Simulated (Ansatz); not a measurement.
```yaml
crystal:
  periodic: [false, false, false]
  atoms:
    - {symbol: C, position_ang: [-1.099627, -0.663174, 0.557151]}
    - {symbol: C, position_ang: [0.116114, 0.234291, 0.334511]}
    - {symbol: C, position_ang: [1.261092, -0.559035, -0.291806]}
    - {symbol: Mg, position_ang: [-0.348671, 1.984453, -0.736128]}
    - {symbol: F, position_ang: [-0.741021, 3.449182, -1.631957]}
    - {symbol: H, position_ang: [-1.911234, -0.153675, 1.085493]}
    - {symbol: H, position_ang: [-0.836998, -1.549993, 1.152437]}
    - {symbol: H, position_ang: [-1.512814, -1.036969, -0.386038]}
    - {symbol: H, position_ang: [0.454731, 0.585323, 1.319199]}
    - {symbol: H, position_ang: [2.180680, 0.026654, -0.385176]}
    - {symbol: H, position_ang: [1.008309, -0.925173, -1.292844]}
    - {symbol: H, position_ang: [1.506437, -1.446982, 0.309157]}
basis:
  gaussian: {orbitals: cc-pVDZ}
magnetization: {spin_polarized: true, initial_magnetization: 0}
hamiltonian: {xc: {name: wB97X-D}, dispersion: d3bjatm}
output: {forces: true}
```

```sh
$ ansatz run in.yaml --threads 4 --pin off --events-out ev --progress --plain --max-ram 10444MiB
```

Shortened log:

```
Error: YAML parse error: error: line 19 column 19: hamiltonian.xc: no functional is named "wB97X-D"; the names, which are not case-sensitive, are SVWN5, SPW92, PBE, PBE0, PBEsol, revPBE, revPBE0, RPBE, rPW86-PBE, HSE06, wPBEh, LC-wPBE, HISS, HF, BLYP, B3LYP, B3LYP5, BHLYP, CAM-B3LYP, r2SCAN, r2SCANh, r2SCAN0, r2SCAN50, m-r2SCAN, B97, wB97, wB97X, wB97X-V, B97M-V, wB97M-V, B2PLYP, B2GP-PLYP, PBE0-DH, PBE-QIDH
17 |   gaussian: {orbitals: cc-pVDZ}
18 | magnetization: {spin_polarized: true, initial_magnetization: 0}
19 | hamiltonian: {xc: {name: wB97X-D}, dispersion: d3bjatm}
20 | output: {forces: true}
```

In this input the method's name isn't one that the program takes here. The program refused the input.
